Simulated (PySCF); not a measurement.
SMILES CC(C)(C)CF (C5H11F), singlet (GFN2-xTB optimised geometry):

```
17

C     -0.677    -0.858    -1.228
C     -0.152    -0.112     0.000
C      1.377    -0.112     0.000
C     -0.678     1.326     0.000
C     -0.631    -0.825     1.270
F     -2.004    -0.865     1.333
H     -0.292    -1.876    -1.252
H     -0.370    -0.351    -2.139
H     -1.764    -0.902    -1.205
H      1.763    -1.129     0.000
H      1.749     0.396    -0.887
H      1.764     0.403     0.877
H     -1.764     1.328     0.052
H     -0.290     1.876     0.855
H     -0.373     1.839    -0.908
H     -0.294    -0.303     2.171
H     -0.290    -1.866     1.294
```

Calculation: PySCF 2.14.0 with PBE0/def2-SVP.

**Question.** What are the frontier orbital energies and the dipole moment?

**Answer.** HOMO-2 -9.35 eV, HOMO-1 -9.03 eV, HOMO -8.76 eV, LUMO 1.59 eV, LUMO+1 2.92 eV; dipole moment 1.61 D.

Meta-Löwdin charges at PBE0/def2-SVP: C1 -0.31, C2 0.06, C3 -0.30, C4 -0.31, C5 0.11, F6 -0.32, H7 0.09, H8 0.10, H9 0.10, H10 0.10, H11 0.10, H12 0.10, H13 0.10, H14 0.09, H15 0.10, H16 0.09, H17 0.09.
